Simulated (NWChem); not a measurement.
System meant: HfH4; SMILES [HfH4]

Input file for NWChem:

```
start job
memory heap 200 mb stack 900 mb global 1100 mb
geometry units angstroms noautoz
  Hf     0.000000     0.000000     0.000000
  H      1.044139    -1.095332     1.070062
  H     -1.044139     1.095332     1.070062
  H     -1.095332    -1.044139    -1.070062
  H      1.095332     1.044139    -1.070062
end
basis spherical
  Hf library def2-svp
  H library def2-svp
end
ecp
  Hf library def2-ecp
end
dft
  odft
  mult 2
  xc xpbe96 cpbe96
  iterations 150
  mulliken
end
task dft energy
```

End of the output:

```
 ==============================================================================
                                 internuclear angles
 ------------------------------------------------------------------------------
        center 1       |       center 2       |       center 3       |  degrees
 ------------------------------------------------------------------------------
    2 H                |   1 Hf               |   3 H                |   109.47
    2 H                |   1 Hf               |   4 H                |   109.47
    2 H                |   1 Hf               |   5 H                |   109.47
    3 H                |   1 Hf               |   4 H                |   109.47
    3 H                |   1 Hf               |   5 H                |   109.47
    4 H                |   1 Hf               |   5 H                |   109.47
 ------------------------------------------------------------------------------
                            number of included internuclear angles:          6
 ==============================================================================

 Summary of "ao basis" -> "" (spherical)
 ------------------------------------------------------------------------------
       Tag                 Description            Shells   Functions and Types
 ---------------- ------------------------------  ------  ---------------------
 Hf                         def2-svp                12       32   6s3p2d1f
 H                          def2-svp                 3        5   2s1p

 Summary of "ao basis" -> "ao basis" (spherical)
 ------------------------------------------------------------------------------
       Tag                 Description            Shells   Functions and Types
 ---------------- ------------------------------  ------  ---------------------
 Hf                         def2-svp                12       32   6s3p2d1f
 H                          def2-svp                 3        5   2s1p

  number of electrons :                   16
  multiplicity        :                    2
 ------------------------------------------------------------------------
  no. of electrons and multiplicity not compatible                  16
 ------------------------------------------------------------------------
 ------------------------------------------------------------------------
  current input line :
    24: task dft energy
 ------------------------------------------------------------------------
 ------------------------------------------------------------------------
 There is an error in the input file
 ------------------------------------------------------------------------
 For more information see the NWChem manual at https://nwchemgit.github.io

0: no. of electrons and multiplicity not compatible:Received an Error in Communication
```

What is wrong, and how is it mended?

The input was rejected before any calculation. Cause: the multiplicity doesn't fit the number of electrons (an even count wants an odd multiplicity, and the reverse). This input runs:
```
start job
memory heap 200 mb stack 900 mb global 1100 mb
geometry units angstroms noautoz
  Hf     0.000000     0.000000     0.000000
  H      1.044139    -1.095332     1.070062
  H     -1.044139     1.095332     1.070062
  H     -1.095332    -1.044139    -1.070062
  H      1.095332     1.044139    -1.070062
end
basis spherical
  * library def2-svp
end
ecp
  Hf library def2-ecp
end
dft
  xc xpbe96 cpbe96
  iterations 150
  mulliken
end
task dft energy
```
It converges to -50.30973 Ha (PBE/def2-SVP with def2 effective core potentials on Hf).
